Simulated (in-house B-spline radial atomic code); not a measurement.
Values are calculated unless marked as measured or tabulated.
## Two electrons in InAs: a Gaussian well −V exp(−r²/w²) with V = 38.7 meV and w = 65.5 nm

For InAs the NSM archive of the Ioffe Institute lists m* = 0.023 m0 and ε = 15.15. In so narrow a gap the band flattens within tens of meV, so real spacings are smaller, by up to some tenths.

Effective-mass model with parabolic bands, a uniform dielectric constant, no image charges, no central-cell or spin-orbit terms. Two-electron levels come from full CI in B-splines with partial waves to l = 5 (up to 0.001 effective hartree above the limit).

(1) What are the effective units, and what is the potential in them?

In these units the lowest s and p orbitals lie at -10.2192 and -7.7591, and their Coulomb and exchange integrals are J_ss = 1.2598, J_sp = 1.0250 and K_sp = 0.1995. Full CI gives -19.2521 for the ground singlet, -17.1712 for the sp triplet, -16.8274 for the sp singlet and -15.1466 for the lowest triplet of two s orbitals.

(2) What does it cost to add the second electron, to first order and exactly?

(3) How far above the singlet do the triplets lie?

Answers

(1) Ha* = 27211.386 meV × 0.023/15.15² = 2.727 meV and a* = 0.0529177 nm × 15.15/0.023 = 34.86 nm. V = 14.2 Ha* and w = 1.88 a*.

(2) To first order E = 2ε_s + J_ss = -19.1786, so the charging energy E(2) − 2E(1) is J_ss = 3.435 meV. CI gives -19.2521 − 2 × (-10.2192) = 1.1862, or 3.235 meV: relaxation and correlation lower it by 0.2004 meV, 5.8 % of J_ss. The s² configuration of one-electron orbitals holds 98.8 % of the state, and the mean radius is 26.2 nm. The second electron is bound by ε_s − E = 24.63 meV, against 27.87 meV for the first.

(3) To first order the sp triplet lies at ε_s + ε_p + J_sp − K_sp = -17.1528, which is 5.524 meV above 2ε_s + J_ss. CI gives -17.1712 − (-19.2521) = 2.0808, or 5.674 meV, 85 % of the orbital spacing of 6.708 meV. The ss triplet lies 11.19 meV up, so the lower of the two is the sp one, and its gap equals k_BT at 65.8 K. The sp singlet-triplet splitting is 0.9375 meV, against 2K_sp = 1.088 meV.
